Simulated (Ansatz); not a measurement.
**Abstraction of Br: C2H5BrMg + CCl2F → C2H5Mg + CBrCl2F**

Species: C2H5BrMg `C[CH2][Mg][Br]`, singlet; CCl2F (dichlorofluoromethyl radical) `F[C](Cl)Cl`, doublet; C2H5Mg `C[CH2][Mg]`, doublet; CBrCl2F (bromodichlorofluoromethane) `FC(Cl)(Cl)Br`, singlet. A radical takes Br: the energy is the difference in strength between the Mg–Br bond broken and the C–Br bond made.

Shapes, held fixed at every level: PBE0-D4/def2-TZVP. Programs: Ansatz 0.2.0. The zero-point and thermal change to 298 K, harmonic and unscaled (PBE0-D4/def2-TZVP), is -1.1 kJ/mol.

(1) Estimate ΔH(298 K) of this reaction.

Answers

(1) The highest level, CCSD(T)/def2-TZVPP, gives ΔH(298 K) = +165.0 kJ/mol; the levels span +131.2 to +188.7. The column of differences is taken from that level and isn't an error. No measured value is set beside it here. Open shells run unrestricted. Relativity is left out for Br. Outer-core shells of Br, Mg are correlated in most correlated rows, in sets that cover them unevenly. Times are processor times on shared x86 and Arm servers, and rough.

```json
{"level": "MP2/def2-TZVPP", "kind": "perturbation theory", "ΔH(298 K) (kJ/mol)": "+152.3", "less CCSD(T)/def2-TZVPP": "-12.7", "CPU time (sum over the molecules)": "–"}
{"level": "SPW92/def2-TZVPP", "kind": "LDA", "ΔH(298 K) (kJ/mol)": "+131.2", "less CCSD(T)/def2-TZVPP": "-33.8", "CPU time (sum over the molecules)": "9.8 s"}
{"level": "r2SCAN-D4/def2-TZVPP", "kind": "meta-GGA", "ΔH(298 K) (kJ/mol)": "+177.3", "less CCSD(T)/def2-TZVPP": "+12.3", "CPU time (sum over the molecules)": "38 s"}
{"level": "PBE0-D4/def2-TZVPP", "kind": "global hybrid", "ΔH(298 K) (kJ/mol)": "+162.8", "less CCSD(T)/def2-TZVPP": "-2.2", "CPU time (sum over the molecules)": "22 s"}
{"level": "wB97X-V/def2-TZVPP", "kind": "range-separated hybrid", "ΔH(298 K) (kJ/mol)": "+177.5", "less CCSD(T)/def2-TZVPP": "+12.5", "CPU time (sum over the molecules)": "56 s"}
{"level": "CCSD/def2-SVP", "kind": "coupled cluster or CI", "ΔH(298 K) (kJ/mol)": "+188.7", "less CCSD(T)/def2-TZVPP": "+23.7", "CPU time (sum over the molecules)": "–"}
{"level": "CCSD(T)/def2-TZVPP", "kind": "coupled cluster or CI", "ΔH(298 K) (kJ/mol)": "+165.0", "less CCSD(T)/def2-TZVPP": "0.0", "CPU time (sum over the molecules)": "9.2 min"}
```
